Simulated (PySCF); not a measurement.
Geometry (Å), atoms numbered from 1 in this order:
```xyz
18

C    -1.9250    1.1976   -0.1914
O    -0.8258    0.6793    0.5102
C    -0.1107   -0.3412   -0.1697
C    -0.8108   -1.6978   -0.0671
C     1.2816   -0.4006    0.4697
C     2.0767    0.8672    0.2005
F     2.4077    0.9510   -1.1338
H    -2.7092    0.4479   -0.3442
H    -2.3224    2.0062    0.4197
H    -1.6208    1.5946   -1.1683
H    -0.0053   -0.0659   -1.2317
H    -0.2184   -2.4607   -0.5646
H    -1.7906   -1.6633   -0.5369
H    -0.9350   -1.9678    0.9789
H     1.1661   -0.5126    1.5475
H     1.8266   -1.2585    0.0750
H     3.0200    0.8746    0.7553
H     1.4866    1.7562    0.4393
```

Geometry: GFN2-xTB; GIAO absolute shieldings from PySCF 2.14, gas phase, non-relativistic, averaged over equivalent atoms.

At PBE0/STO-3G (46 basis functions, roughly 12 core-seconds):
```json
{"atoms": "C3", "σ (ppm)": "173.5"}
{"atoms": "C6", "σ (ppm)": "176.2"}
{"atoms": "C1", "σ (ppm)": "187.2"}
{"atoms": "C5", "σ (ppm)": "206.7"}
{"atoms": "C4", "σ (ppm)": "217.5"}
{"atoms": "O2", "σ (ppm)": "366.8"}
{"atoms": "F7", "σ (ppm)": "454.3"}
{"atoms": "H18", "σ (ppm)": "30.42"}
{"atoms": "H17", "σ (ppm)": "30.71"}
{"atoms": "H8/H9/H10", "σ (ppm)": "31.10"}
{"atoms": "H11", "σ (ppm)": "31.31"}
{"atoms": "H15", "σ (ppm)": "31.70"}
{"atoms": "H16", "σ (ppm)": "31.88"}
{"atoms": "H12/H13/H14", "σ (ppm)": "32.21"}
```

Predict the values at PBE0/pcSseg-1 on the same geometry.

Results:


```csv
atoms,σ at PBE0/pcSseg-1,change
C3,111.5,-62.0
C6,104.2,-72.0
C1,128.1,-59.1
C5,143.0,-63.7
C4,167.1,-50.4
O2,297.2,-69.6
F7,425.1,-29.2
H18,26.72,-3.70
H17,27.01,-3.70
H8/H9/H10,28.13,-2.97
H11,28.25,-3.06
H15,30.41,-1.29
H16,30.01,-1.87
H12/H13/H14,30.56,-1.65
```

The largest change is at C6 (sp3 CH2 bonded to F). Cost: 174 basis functions, 38 s wall time on 1 thread of an x86-64 server CPU, shared host. The order of the carbon signals changes between the two levels.
